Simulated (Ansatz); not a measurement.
Consider the substitution at a C–B bond: `COB(C)S` + `N[SiH2][SiH3]` → `CN[SiH2][SiH3]` + `COBS`.

Program: Ansatz. Geometries: PBE0-D4/def2-TZVP. ΔE: electronic, gas phase. CCSD(T)/CBS is the MP2 limit (def2-TZVPP, def2-QZVPP) plus CCSD(T) − MP2 in def2-TZVPP, frozen cores. This one scheme is used for every species. DFT in def2-TZVPP. One conformer a species, not always the lowest.

`COB(C)S`:

Cartesian coordinates in Å:
```
C -0.840 -0.033 1.895
O -0.876 0.255 0.513
B 0.163 -0.003 -0.314
C 0.031 0.350 -1.835
S 1.677 -0.756 0.388
H -1.792 0.277 2.324
H -0.702 -1.105 2.068
H -0.030 0.512 2.388
H 0.811 1.050 -2.147
H 0.146 -0.543 -2.457
H -0.940 0.798 -2.054
H 2.352 -0.802 -0.769
```

`N[SiH2][SiH3]`:

Cartesian coordinates in Å:
```
N 1.643 -0.708 -0.020
Si 0.022 -0.640 -0.604
Si -1.150 0.968 0.629
H 2.175 0.143 0.074
H 2.241 -1.470 -0.299
H -0.577 -1.989 -0.415
H -0.128 -0.310 -2.057
H -0.433 2.274 0.579
H -1.284 0.567 2.056
H -2.510 1.166 0.057
```

`CN[SiH2][SiH3]`:

Z-matrix (Å, degrees):
```
C
N 1 1.448
H 1 1.093 2 109.5
H 1 1.093 2 110.8 3 -117.7
H 1 1.098 2 113.9 3 120.2
Si 2 1.722 1 122.6 3 -37.9
H 2 1.008 1 113.6 3 171.6
Si 6 2.354 2 115.3 1 -62.4
H 6 1.491 2 108.4 1 58.0
H 6 1.489 2 107.1 1 176.3
H 8 1.490 6 110.9 2 -61.9
H 8 1.490 6 111.2 2 177.7
H 8 1.491 6 110.9 2 57.6
```

`COBS`:

```xyz
9

C     1.477   -0.101   -0.396
O     0.287   -0.673    0.105
B    -0.845    0.040    0.232
S    -2.293   -0.819    0.887
H     1.336    0.952   -0.653
H     2.258   -0.189    0.362
H     1.787   -0.652   -1.286
H    -0.901    1.198   -0.074
H    -3.106    0.245    0.824
```

```tsv
species	revPBE-D4 energy (Eh)
`COB(C)S`	-578.75172
`N[SiH2][SiH3]`	-637.88264
`CN[SiH2][SiH3]`	-677.19194
`COBS`	-539.40968
```

Task: Work out ΔE.

Result: ΔE = (-677.19194) + (-539.40968) − (-578.75172) − (-637.88264) = 0.03274 Eh = +86.0 kJ/mol. CCSD(T)/CBS gives +91.8 kJ/mol.

Largest T1 diagnostic among the species: 0.013.

In def2-TZVPP, CCSD(T) changes the Hartree–Fock value by +9.3 kJ/mol (the triples alone add +0.8 kJ/mol) and MP2 by +13.7 kJ/mol. From BLYP to BHLYP (50 % exact exchange), in def2-TZVPP and without D4, ΔE moves by +5.1 kJ/mol. At CCSD(T), def2-SVP lies −13.8 kJ/mol from the extrapolated value and def2-TZVPP −2.4 kJ/mol.
